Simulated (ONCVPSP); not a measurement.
u(r) = r·R(r): atom against pseudo-atom (copper (Cu))

Columns: radius, all-electron u(r) and pseudo u(r) of the 3d shell (level -7.15 eV) of copper in the configuration [Ne] 3s2 3p6 3d10 4p1; PBE, scalar-relativistic, ONCV scheme, ONCVPSP 4.0.1.

```json
{"r (bohr)": "0.070", "all-electron": "0.0458", "pseudo": "0.0057"}
{"r (bohr)": "0.140", "all-electron": "0.2069", "pseudo": "0.0431"}
{"r (bohr)": "0.210", "all-electron": "0.4165", "pseudo": "0.1331"}
{"r (bohr)": "0.280", "all-electron": "0.6129", "pseudo": "0.2800"}
{"r (bohr)": "0.350", "all-electron": "0.7684", "pseudo": "0.4699"}
{"r (bohr)": "0.420", "all-electron": "0.8767", "pseudo": "0.6760"}
{"r (bohr)": "0.490", "all-electron": "0.9417", "pseudo": "0.8654"}
{"r (bohr)": "0.560", "all-electron": "0.9714", "pseudo": "1.0095"}
{"r (bohr)": "0.630", "all-electron": "0.9744", "pseudo": "1.0909"}
{"r (bohr)": "0.700", "all-electron": "0.9587", "pseudo": "1.1084"}
{"r (bohr)": "0.770", "all-electron": "0.9308", "pseudo": "1.0742"}
{"r (bohr)": "0.840", "all-electron": "0.8953", "pseudo": "1.0067"}
{"r (bohr)": "0.910", "all-electron": "0.8557", "pseudo": "0.9256"}
{"r (bohr)": "0.980", "all-electron": "0.8141", "pseudo": "0.8465"}
{"r (bohr)": "1.050", "all-electron": "0.7722", "pseudo": "0.7806"}
{"r (bohr)": "1.120", "all-electron": "0.7309", "pseudo": "0.7312"}
{"r (bohr)": "1.190", "all-electron": "0.6908", "pseudo": "0.6908"}
{"r (bohr)": "1.260", "all-electron": "0.6523", "pseudo": "0.6523"}
{"r (bohr)": "1.330", "all-electron": "0.6157", "pseudo": "0.6156"}
{"r (bohr)": "1.400", "all-electron": "0.5809", "pseudo": "0.5809"}
{"r (bohr)": "1.470", "all-electron": "0.5480", "pseudo": "0.5480"}
{"r (bohr)": "1.540", "all-electron": "0.5170", "pseudo": "0.5170"}
{"r (bohr)": "1.610", "all-electron": "0.4878", "pseudo": "0.4878"}
{"r (bohr)": "1.680", "all-electron": "0.4604", "pseudo": "0.4603"}
{"r (bohr)": "1.750", "all-electron": "0.4346", "pseudo": "0.4345"}
{"r (bohr)": "1.820", "all-electron": "0.4103", "pseudo": "0.4103"}
```

Q: How many radial nodes do the two functions have?

A: The all-electron 3d function has n − l − 1 = 0; the pseudo-wave has 0.

Q: At about which radius was the pseudo-wave matched?

A: 1.15 bohr, where the columns begin to agree (steps of 0.07 bohr).

Q: Is the pseudo-wave norm-conserving?

A: Yes: the ONCV scheme keeps the norm inside the radius equal to the all-electron one, which fixes the energy derivative of the logarithmic derivative at the level.
